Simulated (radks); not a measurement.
Spherical quantum dot in the effective-mass picture: electrons in a hard-walled sphere of radius 2.16, with a point charge +1 (a donor) at the centre, all in effective atomic units (hartree* = m*/eps^2 hartree, bohr* = eps/m* bohr), one dielectric constant everywhere. Method: non-relativistic Kohn-Sham, r2SCAN, spin-polarised, spherical densities, generalised Kohn-Sham scheme; computed with a radial shooting solver with Libxc functionals. Levels are named by radial order and angular momentum (1s, 1p, 1d, 2s, ...), and open shells are averaged over m.

N = 9, configuration 1s2 1p6 1d(up 1, down 0). This is the lowest configuration that the search found. Occupied and some empty levels:

| level | occupation | eigenvalue (hartree*) | <r> (bohr*) |
|---|---|---|---|
| 1s up | 1 | 5.6586 | 1.133 |
| 1s down | 1 | 5.6932 | 1.121 |
| 1p up | 3 | 6.6912 | 1.342 |
| 1p down | 3 | 6.7514 | 1.339 |
| 1d up | 1 | 7.9999 | 1.444 |
| 1d down | 0 | 8.0701 | 1.443 |
| 2s up | 0 | 8.5450 | 1.008 |
| 2s down | 0 | 8.5736 | 1.019 |
| 1f up | 0 | 9.6285 | 1.514 |
| 1f down | 0 | 9.7030 | 1.514 |
| 2p up | 0 | 11.108 | 1.131 |
| 2p down | 0 | 11.138 | 1.133 |

Energy (hartree*): total 33.7026, kinetic 19.012, external -7.8118, Hartree 27.880, exchange-correlation -5.3774.

Electron density:

| r (bohr*) | n(r) (e/bohr*^3) |
|---|---|
| 0.0542 | 0.5052 |
| 0.162 | 0.4309 |
| 0.270 | 0.3926 |
| 0.378 | 0.3795 |
| 0.486 | 0.3837 |
| 0.594 | 0.3995 |
| 0.701 | 0.4215 |
| 0.809 | 0.4451 |
| 0.917 | 0.4650 |
| 1.02 | 0.4764 |
| 1.13 | 0.4745 |
| 1.24 | 0.4554 |
| 1.35 | 0.4172 |
| 1.46 | 0.3603 |
| 1.56 | 0.2896 |
| 1.67 | 0.2112 |
| 1.78 | 0.1349 |
| 1.89 | 0.07031 |
| 2.00 | 0.02505 |
| 2.10 | 0.002787 |
